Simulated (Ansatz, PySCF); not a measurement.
Lewis adduct: GaH3 (SMILES [GaH3]) (first 4 atoms) with NH3 (SMILES N); geometry from B3LYP-D3(BJ)/def2-TZVP, rigid monomers moved along the line of their centres of mass till Ga1···N5 is 3.92 Å.
(charge 0, multiplicity 1):
```json
[
 {"atom": "Ga", "x (Å)": "0.4703", "y (Å)": "-0.3679", "z (Å)": "0.7709"},
 {"atom": "H", "x (Å)": "0.0872", "y (Å)": "-1.9012", "z (Å)": "0.8392"},
 {"atom": "H", "x (Å)": "-0.2810", "y (Å)": "0.5411", "z (Å)": "-0.2834"},
 {"atom": "H", "x (Å)": "1.9285", "y (Å)": "0.0557", "z (Å)": "1.2143"},
 {"atom": "N", "x (Å)": "-1.4459", "y (Å)": "0.8200", "z (Å)": "3.9828"},
 {"atom": "H", "x (Å)": "-2.4392", "y (Å)": "0.6338", "z (Å)": "3.8956"},
 {"atom": "H", "x (Å)": "-1.1017", "y (Å)": "0.3344", "z (Å)": "4.8042"},
 {"atom": "H", "x (Å)": "-1.3200", "y (Å)": "1.8164", "z (Å)": "4.1257"}
]
```

Quantity: the interaction energy.

Monomers are frozen at their geometry in the pair; levels with a basis set take the counterpoise correction.

Correlated levels freeze the cores. Filled d and f shells under p-block atoms count as core. CBS(a, b) extrapolates the correlation energy as X⁻³ and adds the Hartree–Fock energy of set b.

The values were computed with Ansatz (Gaussian orbitals); PySCF for the dispersion terms. Each number belongs to the level named beside it.

Costs are ratios of core time to PBE/def2-TZVPPD (roughly 5 s), for whole runs (searches for the state included, and forces where a run took them) on one shared machine, so rough; each difference counts from -4.24 kcal/mol (CCSD(T)/CBS(aug-cc-pVDZ, aug-cc-pVTZ), a level with limits of its own).

A star marks coupled-cluster runs past 200 virtual orbitals, where the program's memory plan changes under this machine's limit, so their costs aren't comparable with smaller runs.

| level | basis functions | cost | difference (kcal/mol) |
|---|---|---|---|
| PBE/def2-TZVPPD | 193 | ×1 | 0.29 |
| PBE-D3(BJ)/def2-TZVPPD | 193 | ×1 | -0.08 |
| B3LYP/def2-TZVPPD | 193 | ×2 | 0.68 |
| B3LYP-D3(BJ)/def2-TZVPPD | 193 | ×2 | 0.09 |
| PBE0/def2-TZVPPD | 193 | ×2 | 0.37 |
| PBE0-D3(BJ)/def2-TZVPPD | 193 | ×2 | -0.02 |
| r2SCAN/def2-TZVPPD | 193 | ×2 | 0.18 |
| r2SCAN-D3(BJ)/def2-TZVPPD | 193 | ×2 | -0.01 |
| wB97M-V/def2-TZVPPD | 193 | ×3 | 0.11 |
| CCSD(T)/aug-cc-pVDZ | 113 | ×4 | 0.06 |
| wB97X-V/def2-TZVPPD | 193 | ×4 | 0.02 |
| CCSD(T)/aug-cc-pVTZ | 243 | ×100* | 0.01 |

With a budget of 30 times the cost of PBE/def2-TZVPPD, the closest level: r2SCAN-D3(BJ)/def2-TZVPPD, at -0.01 kcal/mol; next is PBE0-D3(BJ)/def2-TZVPPD at -0.02 kcal/mol.

With a budget of 10 times the cost of PBE/def2-TZVPPD, the closest level: r2SCAN-D3(BJ)/def2-TZVPPD, at -0.01 kcal/mol; next is PBE0-D3(BJ)/def2-TZVPPD at -0.02 kcal/mol.

Ansatz is a program for electronic structure.
